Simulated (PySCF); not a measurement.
Compound: C3H8AlO3 (charge -1).
Structure used (PBE0-D3(BJ)/def2-SVP), in Å, numbered top down from 1:
```xyz
15
C3H8AlO3 angstrom
C     -0.0410    1.1302    0.9803
O     -0.2331   -0.0721    0.2394
Al    -2.0224   -0.7580    0.0478
C      0.7204   -0.2632   -0.8411
C      2.2253   -0.3177   -0.4327
O      2.9435   -0.5096   -1.4217
O      2.5011   -0.1627    0.7700
H     -0.2823    2.0013    0.3449
H      1.0086    1.1386    1.3075
H     -0.7307    1.0941    1.8338
H     -1.8063   -2.2512   -0.5170
H     -2.5887   -0.6365    1.5577
H     -2.7145    0.2733   -0.9945
H      0.4445   -1.2218   -1.2996
H      0.5625    0.5385   -1.5836
```

Method used: PySCF 2.14.0, PBE0-D3(BJ)/def2-SVP geometry optimisation, gas phase.

Masses are those of the commonest isotopes; rigid-rotor values at the optimised geometry. The values belong to one conformer with, in the numbering `[CH3:1][O+:2]([AlH3-:3])[CH2:4][C:5](=[O:6])[O-:7]`, C1–O2–C4–C5 59°, O2–C4–C5–O6 179°.

Problem. Give the principal moments of inertia and the rotational constants in MHz.

Solution. Ia = 114.05, Ib = 441.07, Ic = 507.62 u·Å²; 505379 MHz·u·Å²/I gives A = 4431, B = 1146, C = 995.6 MHz.

Problem. What kind of rotor is it?

Solution. A near-prolate asymmetric top: κ = (2 × 1146 − 4431 − 995.6)/(4431 − 995.6) = -0.91.

Problem. Is it planar, by Δ = Ic − Ia − Ib?

Solution. Not planar: Δ = Ic − Ia − Ib = -47.50 u·Å². For a rigid frame Δ = −2 Σ m c², so Σ m c² = 23.75 u·Å² lies off the ab plane: 8.85 from hydrogen and 14.90 from heavier atoms. The atom farthest from that plane is 1.66 Å away.

Problem. List the rotational levels J(Ka,Kc) to J = 4 (cm⁻¹).

Solution. Above 0(0,0):
J = 1: 1(0,1) 0.0714, 1(1,1) 0.1810, 1(1,0) 0.1860
J = 2: 2(0,2) 0.2141, 2(1,2) 0.3189, 2(1,1) 0.3339, 2(2,1) 0.6627, 2(2,0) 0.6628
J = 3: 3(0,3) 0.4277, 3(1,3) 0.5255, 3(1,2) 0.5556, 3(2,2) 0.8770, 3(2,1) 0.8778, 3(3,1) 1.4375, 3(3,0) 1.4375
J = 4: 4(0,4) 0.7118, 4(1,4) 0.8009, 4(1,3) 0.8510, 4(2,3) 1.1625, 4(2,2) 1.1650, 4(3,2) 1.7236, 4(3,1) 1.7236, 4(4,1) 2.5080, 4(4,0) 2.5080
Those of J = 1 are B + C, A + C and A + B.

Problem. Predict some low-J microwave lines.

Solution. The dipole components (about the centre of mass, as the species is charged) are |μa| = 2.59 D, |μb| = 1.96 D, |μc| = 2.09 D. Intensities carry the squares of the components, which stand as 1.00 : 0.57 : 0.65 (a : b : c). Some lines, for components of 0.1 D or more:

| type | branch | J(Ka,Kc) | MHz | lower level (cm⁻¹) |
| --- | --- | --- | --- | --- |
| b | R | 2(0,2) ← 1(1,1) | 992 | 0.181 |
| b | R | 5(1,4) ← 4(2,3) | 1719 | 1.163 |
| c | Q | 5(1,5) ← 5(0,5) | 2374 | 1.066 |
| c | Q | 3(1,3) ← 3(0,3) | 2932 | 0.428 |
| b | Q | 2(1,1) ← 2(0,2) | 3591 | 0.214 |
| b | Q | 4(1,3) ← 4(0,4) | 4173 | 0.712 |
| a | R | 4(2,2) ← 3(2,1) | 8612 | 0.878 |
| c | Q | 5(2,4) ← 5(1,4) | 8977 | 1.220 |
| b | Q | 3(2,1) ← 3(1,2) | 9659 | 0.556 |
| b | Q | 2(2,1) ← 2(1,2) | 10307 | 0.319 |
| a | R | 5(1,5) ← 4(1,4) | 10310 | 0.801 |
| a | R | 5(4,1) ← 4(4,0) | 10718 | 2.508 |
| b | Q | 4(2,3) ← 4(1,4) | 10842 | 0.801 |
| b | R | 4(1,4) ← 3(0,3) | 11187 | 0.428 |
| b | R | 2(2,0) ← 1(1,1) | 14445 | 0.181 |
| b | R | 3(2,1) ← 2(1,2) | 16756 | 0.319 |
| c | R | 4(2,3) ← 3(1,3) | 19097 | 0.526 |
| c | R | 5(2,4) ← 4(1,4) | 21537 | 0.801 |
| c | R | 3(3,0) ← 2(2,0) | 23225 | 0.663 |
| c | R | 3(3,1) ← 2(2,1) | 23230 | 0.663 |
| c | R | 4(3,2) ← 3(2,2) | 25381 | 0.877 |
| c | Q | 5(5,1) ← 5(4,1) | 30235 | 2.865 |
| c | R | 4(4,0) ← 3(3,0) | 32090 | 1.438 |
| c | R | 5(5,1) ← 4(4,1) | 40953 | 2.508 |

Problem. Estimate the classical rotational partition function at 50 K, 100 K and 200 K.

Solution. Point group C1, symmetry number σ = 1; q = (√π/σ)·√((kT/h)³/(ABC)), k/h = 20836.6 MHz/K: 26500 at 50 K, 75000 at 100 K, 212000 at 200 K.

PBE0-D3(BJ)/def2-SVP frequencies: not computed here. The geometry's basis has no diffuse functions, a weakness for an anion. Constants of a rigid frame at the computed geometry: no zero-point averaging, no centrifugal distortion. A rigid rotor knows nothing of internal rotation, which can split or shift real lines. Quadrupole hyperfine structure (27Al) is left out.

The run took 4.4 min wall on an Arm Neoverse N1 with one thread, shared host, and the process peaked at 0.62 GiB of memory. This is the geometry optimisation.
